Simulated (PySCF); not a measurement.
# C5H15NSi2: core ionisation energies

Compound: C5H15NSi2.
Structure used (PBE0-D3(BJ)/def2-SVP), in Å, numbered top down from 1:
```xyz
23
C5H15NSi2 angstrom
C      1.2916    2.1539    0.3411
N      0.7839    0.8412    0.0242
Si     1.7128   -0.6181    0.2308
Si     3.9952   -0.0994    0.3828
C     -0.6446    0.8177   -0.1450
C     -1.5926    0.9677    1.0718
C     -2.5589    0.0077    0.3542
C     -1.3693   -0.4954   -0.4845
H      0.9714    2.8891   -0.4208
H      0.9434    2.5278    1.3242
H      2.3920    2.1669    0.3578
H      1.5197   -1.5488   -0.9267
H      1.3550   -1.4169    1.4567
H      4.3084    0.6789    1.6225
H      4.4548    0.6967   -0.7985
H      4.7699   -1.3793    0.4246
H     -0.9251    1.5807   -0.8987
H     -1.9494    1.9733    1.3412
H     -1.1448    0.4956    1.9610
H     -3.2910    0.5511   -0.2625
H     -3.0989   -0.7303    0.9645
H     -1.5191   -0.7472   -1.5446
H     -0.8923   -1.3567    0.0122
```

The calculation used delta-SCF UKS SCAN, pcX-2 on the ionised atom, pcseg-1 elsewhere, spin-free X2C (PySCF). Binding energies are ΔSCF values: E(core-ionised, relaxed orbitals) − E(ground state) at a fixed geometry, referred to the vacuum level.

List the computed XPS lines with their assignment.

```
atom(s)      bonded to     level  binding energy (eV)  2p1/2 (eV)  above the level's lowest (eV)  count
    Si3  N, 2 H and Si     Si 1s              1846.16           –                          +0.13      1
    Si4     3 H and Si     Si 1s              1846.03           –                           0.00      1
     N2     2 C and Si      N 1s               404.02           –                           0.00      1
     C1      N and 3 H      C 1s               291.37           –                          +1.21      1
     C5   N, 2 C and H      C 1s               291.14           –                          +0.98      1
     C7    2 C and 2 H      C 1s               290.45           –                          +0.29      1
  C6/C8    2 C and 2 H      C 1s               290.16           –                           0.00      2
    Si3  N, 2 H and Si  Si 2p3/2               106.33      106.96                          +0.01      1
    Si4     3 H and Si  Si 2p3/2               106.32      106.95                           0.00      1
```

Lowest listed C 1s: C6/C8, bonded to 2 C and 2 H. Highest, 1.21 eV above it: C1, bonded to N and 3 H. Summing the Pauling electronegativity differences to the bonded atoms, each weighted by its formal bond order, gives -0.70 for the lowest site and -0.56 for the highest; the largest sum, +0.14, belongs to C5, 0.23 eV below the top.

The 2 Si 1s values lie within 0.13 eV of each other; Gaussian lines of 0.5 eV full width would blend them into one maximum.

The 2 Si 2p3/2 values lie within 0.01 eV of each other.

Express the binding energy of C 1s of C7 in atomic units and per mole.

290.45 eV = 10.6738 Eh = 28024 kJ/mol.

Which effective nuclear charge Zeff reproduces each element's mean 1s value in the hydrogen-like formula E = 13.606 eV × Zeff²?

C (Z = 6): mean 290.7 eV, Zeff = 4.62, Z − Zeff = 1.38; N (Z = 7): mean 404.0 eV, Zeff = 5.45, Z − Zeff = 1.55; Si (Z = 14): mean 1846.1 eV, Zeff = 11.65, Z − Zeff = 2.35. Means run over the listed sites, weighted by atom count.

One atom of each set of topologically equivalent atoms was ionised and stands for the set; in this conformer not all members are related by symmetry, and their own values weren't computed. 2p3/2 and 2p1/2 are the ΔSCF energy of one spin-free 2p hole plus the eigenvalues of a spin–orbit and ligand-field matrix of the shell. 2p1/2 minus 2p3/2 (ligand field included): Si 0.62 eV. One conformer (not necessarily the lowest) at the PBE0-D3(BJ)/def2-SVP geometry, without solvent, vibrations or thermal averaging.
